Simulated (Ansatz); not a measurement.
Molecule: CH6BO2Si, net charge -1, singlet state. It need not be the lowest isomer of its formula. Whether it binds its extra electron was not tested at this geometry. SMILES: [SiH2](B(O)O)[CH2-]
Structure (B3LYP-D3(BJ)/def2-TZVP (Ansatz, an electronic-structure program) minimum search):
```xyz
11

C     -2.0349     0.0424     0.3156
Si    -0.6013    -1.0354     0.0507
B      0.8623     0.3855    -0.1228
O      2.1726     0.3314    -0.5908
O      0.3983     1.5799     0.3184
H     -2.4011     0.5485    -0.5847
H     -2.8737    -0.3672     0.8832
H     -0.4453    -2.0850    -1.0569
H     -0.3240    -1.8862     1.2658
H      2.3584    -0.5617    -0.8915
H     -0.5658     1.3750     0.5732
```
Charge -1, spin multiplicity 1.

Parts of the frozen-core correlation energy in cc-pwCVTZ (Ansatz, hartree). Frozen orbitals: 9; correlated occupied orbitals by spin: 15 and 15; virtual: 291 and 291. No spin-orbit coupling. No relativistic terms.

| term | value |
|---|---|
| reference (HF) | -504.85499 |
| MP2 opposite-spin | -0.70180 |
| MP2 same-spin | … |
| CCSD correlation | … |
| (T) | … |
| T1 diagnostic | 0.014 |
| largest doubles amplitude | 0.022 |

### Question
Some entries are withheld; supply them.

### Answer

- MP2 same-spin, value: -0.22120
- CCSD correlation, value: -0.95374
- (T), value: -0.04015
